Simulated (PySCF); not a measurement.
B(AsH2)(Me)2 (C2H8AsB), SMILES CB(C)[AsH2].

Coordinates come from a PBE0-D3(BJ)/def2-SVP optimisation. This is a generated structure with no PubChem entry under its InChIKey; it may be hypothetical.

Two levels are set side by side: PBE/def2-TZVP (PySCF) and M06-2X/def2-TZVP (PySCF). Same geometry, gas phase. Differences are taken from unrounded values.

```json
[
 {"quantity": "orbital gap (eV)", "M06-2X": "7.89", "PBE": "3.98", "PBE minus M06-2X": "-3.90"},
 {"quantity": "highest occupied level (eV)", "M06-2X": "-7.95", "PBE": "-5.85", "PBE minus M06-2X": "2.10"},
 {"quantity": "lowest empty level (eV)", "M06-2X": "-0.06", "PBE": "-1.87", "PBE minus M06-2X": "-1.80"},
 {"quantity": "dipole moment (D)", "M06-2X": "1.31", "PBE": "1.22", "PBE minus M06-2X": "-0.08"},
 {"quantity": "mean polarisability (bohr³)", "M06-2X": "71.0", "PBE": "74.3", "PBE minus M06-2X": "3.3"}
]
```

PBE's occupied levels lie high since its potential decays too fast outside the molecule; exact exchange lowers them and widens the gap. PBE's more diffuse valence density responds more strongly to a field. Differences between two approximate levels are no errors against the true value.

Rough cost on one machine, each run with all the roots and properties that it gave: M06-2X against PBE about 3 times.
